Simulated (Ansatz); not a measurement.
Cartesian coordinates in Å:
```
C -1.9971 -0.2037 -0.9257
B -0.5847 -0.5422 -0.3178
Cl -0.1558 -2.3474 -0.2987
O 0.5246 0.1503 -1.0977
C 1.6045 0.4920 -0.5213
C 1.7723 0.4976 0.8522
C 0.6363 0.2847 1.6132
O -0.4834 -0.0654 1.1245
H -2.7904 -0.7000 -0.3623
H -2.1953 0.8729 -0.9111
H -2.0651 -0.5448 -1.9611
H 2.3951 0.8385 -1.1870
H 2.7022 0.8056 1.3039
H 0.6370 0.4619 2.6888
```

Charge 0, multiplicity 1.

Q: List the r2SCAN/def2-TZVPP orbital energies in eV (Ansatz). (Best estimate.)

A: Computed: Occupied: -2752.02, -517.52, -517.52, -276.44, -276.44, -273.97, -271.75, -253.43, -191.96, -191.84, -191.83, -181.99, -29.70, -28.77, -21.56, -20.35, -18.17, -17.89, -16.52, -14.41, -14.39, -12.45, -12.37, -12.31, -10.99, -10.18, -10.13, -9.35, -8.94, -8.46, -8.24, -7.05, -7.05, -6.74. Lowest empty: -3.50, 0.01, 1.10, 1.86, 2.10, 2.81, 2.99, 3.04.
